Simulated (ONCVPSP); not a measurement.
**iodine (I): excitation energies, all-electron against ONCV**

iodine, optimised norm-conserving Vanderbilt (ONCV), made with ONCVPSP 4.0.1 (PBE, scalar-relativistic). Core [Ar] 3d10, reference 4s2 4p6 4d10 5s2 5p4.75 (charge +0.25). Waves: 4s+5s: rc 1.25 bohr, ncon 3, nbas 7, qcut 9 1/bohr, 2 projectors; 4p+5p: rc 1.25 bohr, ncon 5, nbas 8, qcut 8.6 1/bohr, 2 projectors; 4d: rc 1.25 bohr, ncon 4, nbas 9, qcut 12.1 1/bohr, 3 projectors, debl 1.1 Ha; f scattering state at 0.34 Ha: rc 1.25 bohr, ncon 5, nbas 8, qcut 8 1/bohr, 3 projectors, debl 3.6 Ha. Local part: polynomial inside 0.85 bohr (lpopt 5, dvloc0 0 Ha). Core correction: Teter function, fcfact 2, rcfact 1.55.

In the d channel the program set the typed energies aside and used -1.930, 0.250, 1.350 Ha.

Energies are relative to the spin-unpolarised reference configuration 4s2 4p6 4d10 5s2 5p4.75; without spin polarisation the order of configurations can differ from experiment.

(1) Give the all-electron excitation energy and the error of the potential for: 4s2 4p6 4d10 5s2 5p5; 4s2 4p6 4d10 5s2 5p4; 4s2 4p6 4d10 5s2 5p3; 4s2 4p6 4d9 5s2 5p6.

Levels in the configuration 4s2 4p6 4d9 5s2 5p6:

```tsv
level	all-electron (eV)	pseudo (eV)
4s	-188.188	-188.194
4p	-134.812	-134.785
4d	-56.713	-56.669
5s	-19.231	-19.227
5p	-8.147	-8.146
```

Note: no bound ghost flagged; GHOST(+) flagged for f at 76.8 eV, s at 171.0 eV.

Results:

(1)

```tsv
valence configuration	charge	ΔE all-electron (eV)	error AE − PS (meV)
4s2 4p6 4d10 5s2 5p5	0	-2.016	+0.4
4s2 4p6 4d10 5s2 5p4	+1	9.116	-2.0
4s2 4p6 4d10 5s2 5p3	+2	28.962	-6.6
4s2 4p6 4d9 5s2 5p6	0	43.846	+3.4
```
